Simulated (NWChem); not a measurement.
System: CH₆O₂Si₂; SMILES C([SiH2][SiH2]O)=O

The following NWChem deck was run.

```
start job
memory heap 200 mb stack 900 mb global 1100 mb
geometry units angstroms noautosym nocenter noautoz
  O      1.115217     2.145694    -0.032589
  C     -0.092137     2.154495    -0.000869
  Si    -1.081276     0.487602    -0.000581
  Si     0.596186    -1.147999    -0.005903
  O     -0.188814    -2.626459     0.010373
  H     -0.641260     3.137101     0.027808
  H     -1.963941     0.451980     1.208055
  H     -1.960675     0.456764    -1.211894
  H      1.450608    -0.992339    -1.224885
  H      1.470903    -0.976022     1.196535
  H      0.370671    -3.409013     0.008741
end
basis spherical
  * library 6-31g*
end
dft
  xc m06-2x
  iterations 150
end
cosmo
  do_cosmo_smd true
  solvent water
end
task dft energy
```

Output (shortened):

```
             Northwest Computational Chemistry Package (NWChem) 7.3.0
             --------------------------------------------------------

                             Geometry "geometry" -> ""
                             -------------------------

 Output coordinates in angstroms (scale by  1.889725989 to convert to a.u.)

  No.       Tag          Charge          X              Y              Z
 ---- ---------------- ---------- -------------- -------------- --------------
    1 O                    8.0000     1.11521700     2.14569400    -0.03258900
    2 C                    6.0000    -0.09213700     2.15449500    -0.00086900
    3 Si                  14.0000    -1.08127600     0.48760200    -0.00058100
    4 Si                  14.0000     0.59618600    -1.14799900    -0.00590300
    5 O                    8.0000    -0.18881400    -2.62645900     0.01037300
    6 H                    1.0000    -0.64126000     3.13710100     0.02780800
    7 H                    1.0000    -1.96394100     0.45198000     1.20805500
    8 H                    1.0000    -1.96067500     0.45676400    -1.21189400
    9 H                    1.0000     1.45060800    -0.99233900    -1.22488500
   10 H                    1.0000     1.47090300    -0.97602200     1.19653500
   11 H                    1.0000     0.37067100    -3.40901300     0.00874100

 Effective nuclear repulsion energy (a.u.)     272.8576183368

                                 NWChem DFT Module
                                 -----------------

 Summary of "ao basis" -> "ao basis" (spherical)
 ------------------------------------------------------------------------------
       Tag                 Description            Shells   Functions and Types
 ---------------- ------------------------------  ------  ---------------------
 O                           6-31g*                  6       14   3s2p1d
 C                           6-31g*                  6       14   3s2p1d
 Si                          6-31g*                  8       18   4s3p1d
 H                           6-31g*                  2        2   2s

 in cosmo_initialize ...
 calling solv_data for solv:h2o

 solvent parameters
 solvname_short: h2o
 solvname_long:  water
 dielec:       78.4000
 dielecinf:     1.7769
 aqueous SMD model solvent descriptors
 dielec:       78.4000
 sola:          0.8200

[...]

                                COSMO-SMD solvation results
                                ---------------------------

             internal energy in gas <Psi(g)|H|Psi(g)> =      -770.969347107754
         internal energy in solvent <Psi(s)|H|Psi(s)> =      -770.966629718647
                               delta internal energy  =         0.002717389107 (    1.71 kcal/mol)
   total free energy in solvent <Psi(s)|H+V/2|Psi(s)> =      -770.984334131160
 polarization energy contribution <Psi(s)|V/2|Psi(s)> =        -0.017704412513 (  -11.11 kcal/mol)
    total free energy in solvent including G(SMD-CDS) =      -770.975787374246
                       G(SMD-CDS) energy contribution =         0.008546756914 (    5.36 kcal/mol)
     1 M fixed-concentration free energy of solvation =        -0.006440266492 (   -4.04 kcal/mol)

                       DFT Final Molecular Orbital Analysis
                       ------------------------------------

 Vector   26  Occ=2.000000D+00  E=-3.704729D-01
              MO Center=  6.5D-01, -1.6D+00, -5.8D-03, r^2= 3.0D+00
   Bfn.  Coefficient  Atom+Function         Bfn.  Coefficient  Atom+Function
  ----- ------------  ---------------      ----- ------------  ---------------
    69      0.405063   5 O  pz               73      0.335044   5 O  pz
    86      0.303635   9 H  s                88     -0.302517  10 H  s
    55     -0.267075   4 Si pz               85      0.197288   9 H  s
    87     -0.196176  10 H  s                51      0.105374   4 Si pz
    63      0.088649   4 Si d  1             82      0.086848   7 H  s

 Vector   27  Occ=2.000000D+00  E=-3.465283D-01
              MO Center= -2.1D-01, -1.4D-01, -2.5D-03, r^2= 3.7D+00
   Bfn.  Coefficient  Atom+Function         Bfn.  Coefficient  Atom+Function
  ----- ------------  ---------------      ----- ------------  ---------------
    35      0.362104   3 Si px               53     -0.316899   4 Si px
     4      0.189936   1 O  py               54      0.180461   4 Si py
    36     -0.174469   3 Si py               34      0.158700   3 Si s
     8      0.143821   1 O  py               31     -0.140607   3 Si px
    82     -0.140070   7 H  s                84     -0.140708   8 H  s

 Vector   28  Occ=2.000000D+00  E=-3.085105D-01
              MO Center=  1.5D-01,  1.7D+00, -1.1D-02, r^2= 3.1D+00
   Bfn.  Coefficient  Atom+Function         Bfn.  Coefficient  Atom+Function
  ----- ------------  ---------------      ----- ------------  ---------------
     4      0.448941   1 O  py                8      0.362574   1 O  py
    36      0.324831   3 Si py               18     -0.267630   2 C  py
    80     -0.252163   6 H  s                79     -0.192232   6 H  s
    56     -0.156070   4 Si s                53      0.137818   4 Si px
    20      0.125947   2 C  s                32     -0.122623   3 Si py

 Vector   29  Occ=0.000000D+00  E=-8.705905D-03
              MO Center= -3.5D-03,  1.8D+00, -7.9D-03, r^2= 2.5D+00
   Bfn.  Coefficient  Atom+Function         Bfn.  Coefficient  Atom+Function
  ----- ------------  ---------------      ----- ------------  ---------------
    23     -0.467033   2 C  pz               41     -0.433767   3 Si pz
     9      0.429987   1 O  pz               19     -0.414428   2 C  pz
     5      0.387933   1 O  pz               84     -0.378476   8 H  s
    82      0.369657   7 H  s                37     -0.120711   3 Si pz
    59      0.114720   4 Si pz               83     -0.081178   8 H  s

[...]
```

Level: M06-2X/6-31G* (spherical d), SMD on the gas-phase geometry. Structure relaxed at the PBE0/def2-SVP level. Solvent: water.
